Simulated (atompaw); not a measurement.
**How hard is this Ge PAW (atompaw) potential?**

| Quantity | Value |
| --- | --- |
| Element | Ge (Z = 32) |
| Generator | atompaw 4.2.0.5 |
| Type | PAW |
| Functional | LDA (PW92) |
| Relativity | scalar-relativistic |
| Frozen core | [Ne] |
| Valence charge | 22 |
| Reference configuration | 3s2 3p6 3d10 4s2 4p2 |
| Partial waves | 3s (bound): rc 0.70 bohr; 4s (bound): rc 1.30 bohr; 3p (bound): rc 1.10 bohr; 4p (bound): rc 1.30 bohr; 3d (bound): rc 1.30 bohr; 3d channel at -0.8 Ry: rc 1.30 bohr |
| Local potential | bessel scheme, radius 1.05 bohr |
| Core correction | smooth core density matched at 0.85 bohr |
| Augmentation charge | gaussian compensation charge, radius 0.95 bohr; PAW radius 1.30 bohr; waves and projectors: custom rrkj vanderbiltortho |

The pseudo-atom Hamiltonian at the reference potential is diagonalised in spherical Bessel functions j_l(qr) that vanish at 20 bohr, with q² up to the cutoff. All-electron valence levels (Ry): 3s -12.3286, 4s -0.8780, 3p -8.4807, 4p -0.2974, 3d -2.1726.

Question: How do the lowest levels (Ry) of each channel move with the cutoff, and are there ghosts?

Answer:

| cutoff (Ry) | s #1 | s #2 | p #1 | p #2 | d #1 | f #1 | Σ f·Δε (mRy) |
| --- | --- | --- | --- | --- | --- | --- | --- |
| 8 | -10.5696 | -0.4347 | -0.4324 | 0.0184 | 0.0421 | 0.1097 | 75112.5 |
| 18 | -11.8950 | -0.6008 | -1.2168 | -0.0895 | -1.1594 | 0.1097 | 55554.2 |
| 30 | -12.1401 | -0.6977 | -7.2500 | -0.2951 | -1.9059 | 0.1097 | 10794.9 |
| 50 | -12.2956 | -0.8622 | -8.4351 | -0.2973 | -2.1611 | 0.1097 | 487.9 |
| 80 | -12.3235 | -0.8769 | -8.4790 | -0.2974 | -2.1717 | 0.1097 | 33.0 |
| 120 | -12.3275 | -0.8779 | -8.4805 | -0.2974 | -2.1725 | 0.1097 | 5.0 |
| 180 | -12.3285 | -0.8780 | -8.4807 | -0.2974 | -2.1726 | 0.1097 | 1.2 |
| 300 | -12.3287 | -0.8780 | -8.4807 | -0.2974 | -2.1726 | 0.1097 | 0.1 |
| 400 | -12.3288 | -0.8780 | -8.4807 | -0.2974 | -2.1726 | 0.1097 | 0.0 |

Result: no extra level below or beside the all-electron valence levels (s, p, d, f tested); 10 mRy is reached at 110 Ry and 1 mRy at 230 Ry.
